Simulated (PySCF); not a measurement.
PySCF input file for C5H11O, SMILES CC(O)C[CH]C, multiplicity 2, B3LYP-D3(BJ)/def2-SVP. Geometry: B3LYP-D3(BJ)/def2-SVP. The isomer is the one that the SMILES or the coordinates give; other isomers of the formula were not compared. One conformer was computed; it need not be the lowest.

```python
import numpy as np
from pyscf import gto, scf, dft, df
from pyscf.hessian import thermo

mol = gto.M(
    atom='''
    C     2.48312406   -0.13542880   -0.17482887
    C     1.42563787   -0.07772499    0.87273998
    C     0.15156656    0.66648129    0.64546346
    C    -0.76209610    0.03245413   -0.42042530
    C    -2.05276332    0.82203630   -0.61683462
    O    -1.02884306   -1.29513514    0.00502564
    H     2.26450426   -0.91000684   -0.94172302
    H     3.47013835   -0.38809495    0.24610284
    H     2.57579014    0.82201549   -0.71779457
    H     1.45887283   -0.81047181    1.68436179
    H    -0.42720913    0.73377343    1.58210821
    H     0.36500801    1.70142630    0.31554772
    H    -0.20446825    0.01936172   -1.38106284
    H    -2.68992685    0.35190637   -1.38522474
    H    -2.62364954    0.85795541    0.32474589
    H    -1.84643004    1.85423385   -0.94213321
    H    -1.58469966   -1.71792537   -0.66182130
    ''',
    basis='def2-SVP',
    charge=0,
    spin=1,
    max_memory=1600,
    verbose=3,
)
mf = dft.UKS(mol, xc='b3lyp').density_fit(auxbasis='def2-universal-jkfit')
mf.disp = 'd3bj'
mf.grids.level = 3
mf.conv_tol = 1e-11
mf.max_cycle = 100
mf.kernel()
fine, coarse = mf.grids, dft.Grids(mol).set(level=1).build(with_non0tab=True)
for _ in range(3):  # follow internal instabilities
    mf.grids = coarse
    mo, _, stable, _ = mf.stability(return_status=True, nroots=4)
    mf.grids = fine
    if stable:
        break
    mf.kernel(mf.make_rdm1(mo, mf.mo_occ))

# [left out here: the lines that compute and print the analytic Hessian (its translational invariance restored by hand, since the grid's response is missing), thermochemistry and intensities]
```

It prints:

```

WARN: HOMO -0.178671666853695 >= LUMO -0.178671666853694

converged SCF energy = -272.141155100372  <S^2> = 0.75389835  2S+1 = 2.0038946
<class 'pyscf.df.df_jk.DFUKS'> wavefunction is stable in the internal stability analysis

WARN: DFTD3 does not support analytical Hessian, using finite difference


WARN: Mole.unit (angstrom) is changed to Bohr

Mode                                 0                   1                   2
Irrep
Freq [cm^-1]                       24.4840             96.9679            132.8364
Reduced mass [au]                   2.4426              2.2147              1.1778
Force const [Dyne/A]                0.0009              0.0123              0.0122
Char temp [K]                      35.2270            139.5152            191.1221
Normal mode                   x     y     z       x     y     z       x     y     z
       0   C                -0.10 -0.11 -0.03   -0.05  0.05 -0.08   -0.06  0.00 -0.04
       1   C                -0.00  0.07  0.05    0.04  0.01  0.02   -0.00  0.01  0.02
       2   C                -0.02  0.04  0.04   -0.02 -0.06  0.09   -0.01  0.01  0.04
       3   C                 0.03  0.04  0.00    0.03 -0.03  0.03    0.02 -0.00  0.02
       4   C                -0.01 -0.02  0.02    0.08  0.03 -0.08    0.03 -0.02 -0.05
       5   O                 0.09  0.00 -0.06   -0.06 -0.01  0.03    0.03  0.00  0.03
       6   H                -0.17 -0.24  0.12   -0.01 -0.06  0.03   -0.37  0.35 -0.31
       7   H                -0.06 -0.04 -0.08    0.02  0.24 -0.14   -0.14 -0.49 -0.17
       8   H                -0.14 -0.20 -0.20   -0.24  0.01 -0.18    0.24  0.16  0.28
       9   H                 0.07  0.21  0.17    0.17  0.07  0.06   -0.00 -0.01  0.00
      10   H                -0.03  0.02  0.03   -0.03 -0.18  0.09   -0.02 -0.01  0.03
      11   H                -0.04  0.05  0.05   -0.09 -0.02  0.18   -0.02  0.02  0.05
      12   H                 0.04  0.11  0.01    0.10 -0.06  0.07    0.05 -0.01  0.03
      13   H                 0.03 -0.02 -0.01    0.11  0.04 -0.11    0.06 -0.04 -0.06
      14   H                -0.03 -0.10  0.01    0.02  0.10 -0.12   -0.01  0.00 -0.07
      15   H                -0.06  0.01  0.08    0.16  0.01 -0.11    0.03 -0.02 -0.06
      16   H                 0.12  0.00 -0.09   -0.00 -0.01 -0.03    0.05 -0.02  0.01
Mode                                 3                   4                   5
Irrep
Freq [cm^-1]                      221.1784            253.0410            299.8961
Reduced mass [au]                   2.0627              1.0494              1.1188
Force const [Dyne/A]                0.0595              0.0396              0.0593
Char temp [K]                     318.2264            364.0696            431.4836
Normal mode                   x     y     z       x     y     z       x     y     z
       0   C                 0.05 -0.01  0.02    0.02 -0.00 -0.01    0.04 -0.02 -0.00
       1   C                 0.07  0.11  0.03    0.01  0.01 -0.01    0.01  0.00 -0.03
       2   C                -0.01 -0.04 -0.04    0.01  0.01 -0.01   -0.00  0.00  0.00
       3   C                -0.02 -0.05 -0.02   -0.00 -0.01  0.01   -0.03  0.01  0.02
       4   C                 0.01  0.03  0.05   -0.00 -0.02 -0.02   -0.03  0.01 -0.01
       5   O                -0.08 -0.05 -0.06   -0.03  0.00  0.02   -0.05  0.01  0.03
       6   H                -0.08  0.06 -0.01    0.01  0.00 -0.01    0.05 -0.01 -0.01
       7   H                 0.01 -0.16  0.00    0.01 -0.01 -0.00    0.02 -0.04  0.03
       8   H                 0.18 -0.00  0.05    0.03 -0.00 -0.01    0.08 -0.02 -0.00
       9   H                 0.24  0.39  0.28    0.03  0.04  0.01    0.03  0.04  0.01
      10   H                -0.00 -0.04 -0.04    0.03  0.04 -0.00    0.03 -0.01  0.02
      11   H                -0.08 -0.03 -0.06    0.02 -0.01 -0.05   -0.03  0.01  0.02
      12   H                -0.05 -0.05 -0.04    0.01 -0.02  0.01   -0.02 -0.01  0.02
      13   H                -0.07  0.07  0.09    0.24  0.28 -0.40   -0.00  0.02 -0.03
      14   H                 0.07  0.06  0.09   -0.26 -0.49 -0.15   -0.05 -0.02 -0.02
      15   H                 0.05  0.02  0.04    0.00  0.15  0.51   -0.03  0.03  0.03
      16   H                -0.13  0.01 -0.06   -0.11  0.03  0.07    0.76 -0.30 -0.44
Mode                                 6                   7                   8
Irrep
Freq [cm^-1]                      324.6605            409.7086            436.2936
Reduced mass [au]                   2.1124              2.2852              1.6934
Force const [Dyne/A]                0.1312              0.2260              0.1899
Char temp [K]                     467.1142            589.4794            627.7294
Normal mode                   x     y     z       x     y     z       x     y     z
       0   C                -0.09  0.04  0.01   -0.03  0.02 -0.00    0.04 -0.03 -0.01
       1   C                -0.05  0.00  0.04    0.05  0.01  0.08    0.02  0.12 -0.03
[...]
Normal mode                   x     y     z       x     y     z       x     y     z
       0   C                -0.00 -0.00 -0.00   -0.00 -0.00 -0.00   -0.05 -0.06  0.00
       1   C                 0.00 -0.00  0.00    0.00 -0.00 -0.00    0.00  0.00 -0.00
       2   C                -0.00  0.07  0.01    0.00  0.01  0.00    0.00 -0.00 -0.00
       3   C                 0.00  0.00 -0.00    0.00 -0.00 -0.00   -0.00 -0.00  0.00
       4   C                 0.00 -0.00  0.00   -0.05  0.02 -0.01    0.00 -0.00  0.00
       5   O                -0.00 -0.00  0.00    0.00  0.00 -0.00   -0.00  0.00 -0.00
       6   H                 0.01  0.03  0.03    0.00  0.01  0.01    0.05  0.18  0.19
       7   H                -0.00 -0.00  0.00    0.01 -0.00  0.00    0.44 -0.13  0.19
       8   H                -0.00  0.01 -0.00    0.00  0.01 -0.01    0.05  0.67 -0.38
       9   H                 0.00  0.01 -0.00   -0.00  0.00  0.00   -0.00 -0.01  0.01
      10   H                 0.20 -0.01 -0.33    0.02 -0.00 -0.04   -0.01  0.00  0.01
      11   H                -0.18 -0.82  0.27   -0.02 -0.09  0.03    0.00  0.02 -0.01
      12   H                -0.01  0.00  0.03   -0.02  0.00  0.03    0.00 -0.00 -0.00
      13   H                -0.03 -0.03 -0.04    0.37  0.29  0.46   -0.01 -0.00 -0.01
      14   H                -0.02  0.00  0.04    0.26 -0.01 -0.45   -0.00  0.00  0.01
      15   H                 0.02  0.07 -0.02   -0.10 -0.47  0.14    0.00  0.01 -0.00
      16   H                -0.00  0.00 -0.00    0.00  0.00  0.00    0.00 -0.00 -0.00
Mode                                39                  40                  41
Irrep
Freq [cm^-1]                     3069.3947           3092.1572           3097.8189
Reduced mass [au]                   1.0991              1.1021              1.1024
Force const [Dyne/A]                6.1011              6.2084              6.2328
Char temp [K]                    4416.1755           4448.9258           4457.0716
Normal mode                   x     y     z       x     y     z       x     y     z
       0   C                 0.00  0.00  0.00   -0.06  0.05 -0.05   -0.00  0.00 -0.00
       1   C                 0.00  0.00 -0.00    0.00 -0.00  0.00    0.00  0.00 -0.00
       2   C                -0.04 -0.02  0.07   -0.00 -0.00  0.00    0.00 -0.00 -0.00
       3   C                -0.00 -0.00  0.01    0.00  0.00 -0.00    0.00 -0.00 -0.00
       4   C                 0.00  0.00 -0.01   -0.00 -0.00  0.00   -0.02 -0.06 -0.06
       5   O                 0.00  0.00 -0.00   -0.00 -0.00  0.00    0.00  0.00  0.00
       6   H                -0.00 -0.00 -0.00   -0.01  0.04  0.01    0.00  0.00  0.00
       7   H                 0.00 -0.00  0.00    0.71 -0.18  0.31    0.00 -0.00  0.00
       8   H                 0.00  0.00 -0.00   -0.05 -0.44  0.24   -0.00 -0.00  0.00
       9   H                -0.00 -0.04  0.05   -0.00  0.06 -0.06   -0.00 -0.00  0.00
      10   H                 0.45 -0.05 -0.74    0.00 -0.00 -0.01   -0.01  0.00  0.01
      11   H                 0.07  0.34 -0.10    0.00 -0.00  0.00    0.00  0.01 -0.00
      12   H                 0.03 -0.00 -0.06   -0.00  0.00  0.01   -0.02  0.00  0.03
      13   H                 0.01  0.01  0.01   -0.00 -0.00 -0.00    0.40  0.30  0.49
      14   H                -0.02  0.00  0.05    0.00 -0.00 -0.00   -0.21  0.00  0.34
      15   H                -0.01 -0.04  0.01    0.00  0.00 -0.00    0.10  0.47 -0.16
      16   H                 0.00  0.00 -0.00   -0.00  0.00 -0.00   -0.00  0.00 -0.00
Mode                                42                  43                  44
Irrep
Freq [cm^-1]                     3117.7477           3175.4703           3817.2695
Reduced mass [au]                   1.1042              1.0890              1.0666
Force const [Dyne/A]                6.3240              6.4698              9.1574
Char temp [K]                    4485.7447           4568.7948           5492.2009
Normal mode                   x     y     z       x     y     z       x     y     z
       0   C                -0.00  0.00 -0.00   -0.01  0.01 -0.00    0.00  0.00  0.00
       1   C                -0.00 -0.00  0.00   -0.00  0.05 -0.06   -0.00  0.00 -0.00
       2   C                 0.00  0.00 -0.00    0.00  0.00 -0.00   -0.00  0.00 -0.00
       3   C                 0.00  0.00 -0.01    0.00  0.00 -0.00    0.00 -0.00  0.00
       4   C                 0.04  0.04 -0.07    0.00  0.00 -0.00   -0.00 -0.00 -0.00
       5   O                -0.00 -0.00  0.00    0.00 -0.00  0.00    0.03  0.03  0.04
       6   H                 0.00  0.00  0.00   -0.00  0.00  0.00    0.00 -0.00 -0.00
       7   H                 0.00 -0.00  0.00    0.05 -0.01  0.02   -0.00 -0.00 -0.00
       8   H                -0.00 -0.00  0.00   -0.01 -0.05  0.03    0.00  0.00 -0.00
       9   H                 0.00  0.01 -0.01    0.03 -0.63  0.71   -0.00 -0.00 -0.00
      10   H                -0.02  0.00  0.04   -0.03  0.00  0.04   -0.00 -0.00 -0.00
      11   H                -0.01 -0.04  0.01   -0.01 -0.03  0.01    0.00 -0.00  0.00
      12   H                -0.03  0.00  0.05   -0.00 -0.00  0.00   -0.00 -0.00  0.00
      13   H                 0.04  0.03  0.03   -0.00 -0.00 -0.00    0.00  0.00  0.00
      14   H                -0.36  0.03  0.60   -0.00  0.00  0.00    0.00  0.00  0.00
      15   H                -0.12 -0.60  0.18   -0.00 -0.01  0.00    0.00 -0.00  0.00
      16   H                 0.00  0.00 -0.00    0.00 -0.00  0.00   -0.56 -0.43 -0.66
temperature 298.1500 [K]
pressure 101325.00 [Pa]
Rotational constants [GHz] 6.29558 1.99015 1.80611
Symmetry number 1
Zero-point energy (ZPE) 0.14954 [Eh]   392621.268 [J/mol]
                           tot       elec      trans        rot        vib
Entropy [J/mol/K]       380.995      5.763    164.464    113.195     97.573
Cv [J/mol/K]            122.704      0.000     12.472     12.472     97.760
Cp [J/mol/K]            131.018      0.000     20.786     12.472     97.760
Internal energy [J/mol]                      3718.434   3718.434 407416.639
Internal energy [Eh]   -271.98315  -272.14116
Enthalpy [J/mol]                             6197.391   3718.434 407416.639
Enthalpy [Eh]          -271.98220
Gibbs free energy [J/mol]                  -42837.426 -30030.598 378325.157
Gibbs free energy [Eh] -272.02547
mode   freq/cm-1   IR/(km/mol)
   1       24.48         0.151
   2       96.97         1.967
   3      132.84         0.245
   4      221.18         2.533
   5      253.04         0.412
   6      299.90       102.311
   7      324.66         4.470
   8      409.71         6.759
   9      436.29         7.804
  10      481.51         9.708
  11      537.57        20.028
  12      834.40         5.498
  13      869.93         6.880
  14      905.52         1.324
  15      944.77        12.616
  16      980.99         2.522
  17     1018.10         3.047
  18     1076.63        16.532
  19     1119.58        58.380
  20     1149.01        17.543
  21     1161.16         9.658
  22     1221.96        12.917
  23     1285.71        26.180
  24     1311.75        16.087
  25     1363.15         1.925
  26     1374.65         7.342
  27     1394.57         7.641
  28     1399.82        22.340
  29     1405.53         9.274
  30     1441.25         3.177
  31     1449.02         4.775
  32     1458.28         3.706
  33     1463.94         5.546
  34     1471.67         3.779
  35     2943.99        13.545
  36     2954.39        68.852
  37     2997.22        25.267
  38     3020.37        23.294
  39     3035.78        26.256
  40     3069.39        23.596
  41     3092.16        21.389
  42     3097.82        28.230
  43     3117.75        24.146
  44     3175.47        17.948
  45     3817.27        22.297
max |gradient| / (hartree/bohr): 2.8294035438965073e-05
APT charges: [ 0.0518  0.0258  0.0551  0.5398  0.0032 -0.6153 -0.0257 -0.0161 -0.0215
 -0.0048 -0.0307 -0.0364 -0.1071 -0.0401 -0.0094 -0.0095  0.2408]
```

The calculation finished and met its thresholds.
